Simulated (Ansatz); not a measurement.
Ru3⁺, relaxed as a doublet with UKS PBE-D4/def2-TZVP in Ansatz, starting from packed atoms. Force threshold 0.02 eV/Å.

In the def2 sets Ru takes a core potential; there is no spin–orbit coupling. The charge 1 doublet is spin-contaminated (final ⟨S²⟩ up to 3.24, 0.75 for a pure state). The order of the spin states hangs on the level: the sextet lies 0.11 eV below the doublet at PBE-D4/def2-TZVP, but 0.05 eV above it at PBE-D4/def2-TZVP. The structure comes from a short search, and lower isomers may exist.

Start:

| atom | x (Å) | y (Å) | z (Å) |
| --- | --- | --- | --- |
| Ru1 | 0.7150 | -1.4280 | -0.1548 |
| Ru2 | -0.8887 | 0.5980 | -1.4327 |
| Ru3 | 0.1737 | 0.8300 | 1.5874 |

**Question.** Estimate the energy that the relaxation releases and the steps that it takes.

**Answer.** 67.8 kcal/mol, in 8 steps; 29 s on 4 threads of Intel Xeon on a shared host. No frequencies were taken in this run, so the end may be a saddle point.

**Question.** Does the start keep its bonding and symmetry?

**Answer.** By distances, no bond broke or formed. The bond that changes most is Ru1–Ru3, from 2.90 to 2.22 Å (atoms count from 1). Point group Cs at the start, C2v at the end, both within 0.05 Å.

**Question.** Predict the relaxed structure.

**Answer.** 
```xyz
3

Ru    0.522   -1.038   -0.107
Ru   -0.713    0.420   -1.232
Ru    0.191    0.618    1.339
```
Bond lengths (bridged metal pairs left out): 3 × Ru–Ru 2.22 to 2.73 Å.
